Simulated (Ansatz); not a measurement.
Tl₂H₂⁻, relaxed as a doublet with UKS r2SCAN-D4/def2-TZVPD in Ansatz, starting from the GFN2-xTB geometry. Force threshold 0.02 eV/Å.

In the def2 sets Tl takes a core potential; there is no spin–orbit coupling. The highest occupied level of the charge -1 doublet lies above zero (up to 0.89 eV). By energy differences its removal costs 0.99 eV (vertical, to the charge 0 singlet, at r2SCAN-D4/def2-TZVPD); a positive level beside a positive removal energy at the same level points to self-interaction error. The relaxation made no stability test and no search for a lower SCF solution. The structure comes from a short search, and lower isomers may exist.

Start:

```xyz
4

Tl   -0.002   -1.195   -0.918
Tl    0.824    0.640    1.093
H     0.267    0.992   -1.014
H    -1.089   -0.437    0.838
```

```
        step  energy (eV)  largest force component (eV/Å)  SCF passes
           1   -9426.5184                           0.398          20
           2   -9426.5934                           0.420          26
3 (rejected)   -9426.4233                           1.288          25
           4   -9426.6369                           0.095          24
           5   -9426.6419                           0.016          21
```

Force components are those of the run's own axes.

End:

```csv
atom,x (Å),y (Å),z (Å)
Tl1,-0.156,-1.187,-1.026
Tl2,0.733,0.795,1.147
H3,0.342,0.858,-0.922
H4,-0.919,-0.467,0.801
```

By distances, no bond broke or formed. The bond that changes most is Tl2–H4, from 2.21 to 2.11 Å (atoms count from 1).

No frequencies were taken in this run, so the end may be a saddle point.

Run time 4.9 s (4 threads of AMD EPYC 9R45 on a shared host).
